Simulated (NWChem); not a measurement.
# NH2SeI; SMILES N[Se]I

```xyz
5

Se     0.3829     1.3433     0.0000
I     -0.0158    -1.2156     0.0000
N     -1.2309     2.1067     0.0000
H     -1.7833     2.0032     0.8468
H     -1.7833     2.0032    -0.8468
```
Atoms are numbered in this order, from 1.

Program: NWChem. Medium grid unless said otherwise, to which SCAN and Minnesota functionals are sensitive. Structure relaxed at the PBE0/def2-SVP level. def2 effective core potentials on I; no spin-orbit coupling. Total energies of different functionals are on different scales.

```csv
level,energy (Ha),highest occupied level (eV),orbital gap (eV),dipole (D)
B3LYP/def2-SVP,-2755.0071,-6.14,3.65,2.22
PBE/def2-SVP,-2754.4453,-5.21,2.18,2.39
PW6B95/def2-SVP,-2756.2126,-6.47,4.20,2.19
r2SCAN/def2-SVP,-2754.9584,(withheld),(withheld),2.41
LRC-wPBEh/def2-SVP,-2754.5577,-8.29,7.50,2.22
B97-2/def2-SVP,-2755.7973,-6.20,3.79,2.24
PW91/def2-SVP,-2755.1093,-5.26,2.17,2.37
N12/def2-SVP,-2756.9865,-4.97,2.16,2.22
"LC-wPBE (HJS exchange hole, range parameter 0.4 per bohr)/def2-SVP",-2754.5729,-9.13,8.77,2.15
M06-2X/def2-SVP,-2754.7969,-7.59,5.97,2.24
```

Q: Some entries are withheld; supply them.

A: 
- r2SCAN/def2-SVP, highest occupied level (eV): -5.55
- r2SCAN/def2-SVP, orbital gap (eV): 2.47
